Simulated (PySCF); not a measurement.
C₃H₈As, SMILES [CH2][As](C)C, multiplicity 2.

The structure is a stationary point at PBE0-D3(BJ)/def2-SVP. The isomer is the one that the SMILES or the coordinates give; other isomers of the formula were not compared.

All values below come from PySCF 2.14.0 with TDA-B3LYP/def2-SVPD.

Vertical excitations. The molecule is in vacuum.

Computed UV-visible absorptions:
| state | energy (eV) | λ (nm) | f | main pairs |
|---|---|---|---|---|
| root 1 | 3.52 | 352 | 0.047 | β HOMO→LUMO 93 % |
| root 2 | 4.75 | 261 | 0.021 | α HOMO→LUMO 89 % |
| root 3 | 4.95 | 250 | 0.014 | α HOMO→LUMO+2 62 %, α HOMO→LUMO+1 27 %, β HOMO−2→LUMO 8 % |
| root 4 | 5.01 | 248 | 0.012 | α HOMO→LUMO+1 62 %, α HOMO→LUMO+2 11 %, β HOMO−2→LUMO 23 % |
| root 5 | 5.31 | 233 | 0.050 | α HOMO→LUMO+2 21 %, α HOMO→LUMO+1 8 %, β HOMO−2→LUMO 65 % |
| root 6 | 5.38 | 230 | 0.014 | β HOMO−1→LUMO 96 % |
| root 7 | 5.84 | 212 | 0.049 | α HOMO→LUMO+3 95 % |
| root 8 | 6.01 | 206 | 0.040 | α HOMO→LUMO+4 20 %, α HOMO→LUMO 8 %, α HOMO−1→LUMO 7 %, β HOMO→LUMO+1 59 % |
| root 9 | 6.32 | 196 | 0.010 | α HOMO→LUMO+5 26 %, α HOMO→LUMO+6 24 %, α HOMO−1→LUMO+2 7 %, β HOMO→LUMO+3 30 % |
| root 10 | 6.35 | 195 | 0.007 | α HOMO→LUMO+4 72 %, β HOMO→LUMO+1 18 % |
Unrestricted roots are not spin-pure.
